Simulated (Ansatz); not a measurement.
Isolated molecules relaxed with PBE0-D4/def2-TZVP in Ansatz; ΔE leaves out vibrations. CCSD(T)/CBS adds triple-zeta CCSD(T) − MP2 to the extrapolated MP2 energy (def2 sets, frozen cores). This one scheme is used for every species, atoms too. Functionals use def2-TZVPP. B3LYP here is the variant with VWN-RPA as its local correlation; programs differ in this. HSE06 is defined as in plane-wave codes. No spin–orbit coupling; open shells (•) take unrestricted orbitals. Spin–orbit coupling would lower the free atoms: a little for C, Si; clearly for Ge. Bonds to Ge are less sure, by a few kJ/mol each and by 10 to 20 or more in all where they break to atoms, as the def2 sets lack core-valence functions. Scalar relativity is left out up to krypton.

Reaction (atomization): `C1=[CH][GeH2][SiH2]1` → 2 C• + Ge• + 6 H• + Si•

| level | ΔE (kcal/mol) | difference from CCSD(T)/CBS |
| --- | --- | --- |
| LDA (SPW92) | 931.6 | 107.6 |
| revPBE-D4 | 814.1 | -9.9 |
| BLYP-D4 | 813.2 | -10.8 |
| r2SCAN-D4 | 824.7 | 0.7 |
| B97M-V | 828.9 | 4.9 |
| PBE0-D4 | 822.9 | -1.1 |
| B3LYP-D4 | 818.9 | -5.1 |
| r2SCANh-D4 | 820.9 | -3.1 |
| r2SCAN0-D4 | 815.7 | -8.3 |
| HSE06-D4 | 823.3 | -0.7 |
| CAM-B3LYP-D4 | 821.4 | -2.6 |
| ωB97X-V | 826.8 | 2.8 |
| ωB97M-V | 821.1 | -2.9 |
| B2PLYP | 811.1 | -12.9 |
| PBE-QIDH | 820.0 | -4.0 |
| PBE | 825.7 | 1.7 |
| revPBE | 798.4 | -25.6 |
| BLYP | 801.0 | -23.0 |
| r2SCAN | 823.4 | -0.6 |
| PBE0 | 818.2 | -5.8 |
| B3LYP | 809.7 | -14.3 |
| r2SCANh | 819.5 | -4.5 |
| r2SCAN0 | 814.1 | -9.9 |
| HSE06 | 818.8 | -5.2 |
| BHLYP | 795.3 | -28.7 |
| CAM-B3LYP | 816.5 | -7.5 |
| LC-ωPBE | 816.7 | -7.3 |
| HF/def2-SVP | 608.3 | -215.7 |
| CCSD/def2-SVP | 766.6 | -57.4 |
| CCSD(T)/def2-SVP | 776.4 | -47.6 |
| HF/def2-TZVPP | 605.9 | -218.1 |
| MP2/def2-TZVPP | 810.1 | -13.9 |
| SCS-MP2/def2-TZVPP | 809.4 | -14.6 |
| CCSD/def2-TZVPP | 792.8 | -31.2 |
| CCSD(T)/def2-TZVPP | 805.4 | -18.6 |
| HF/def2-QZVPP | 606.4 | -217.6 |
| MP2/def2-QZVPP | 820.9 | -3.1 |
| SCS-MP2/def2-QZVPP | 822.0 | -2.0 |
| HF/CBS(def2) | 606.4 | -217.6 |
| MP2/CBS(def2) | 828.7 | 4.7 |
| CCSD(T)/CBS | 824.0 | 0 |

Largest T1 diagnostic among the species: 0.012.

Leaving LDA and LC-ωPBE aside and taking each functional with its dispersion term where it has one, the values, not all of them listed here, spread over 28.4 kcal/mol, from BHLYP-D4 to PBE-D4. LDA lies +106.0 kcal/mol from PBE without D4, its usual overbinding. The D4 term adds +9.2 kcal/mol with B3LYP and +4.8 kcal/mol with PBE0; it sums over pairs of atoms, weighted by their polarisabilities, and B3LYP, whose exchange is more repulsive, gets the larger term. From PBE to PBE0 (25 % exact exchange), in def2-TZVPP and without D4, ΔE moves by −7.5 kcal/mol: exact exchange takes away binding that semilocal exchange gives to molecules.

For atomizations the MP2-based limit and the directly extrapolated one differ by several kJ/mol either way, and by 10 to 25 for some Ge, Se and Sn compounds, so smaller differences from it don't rank the levels.
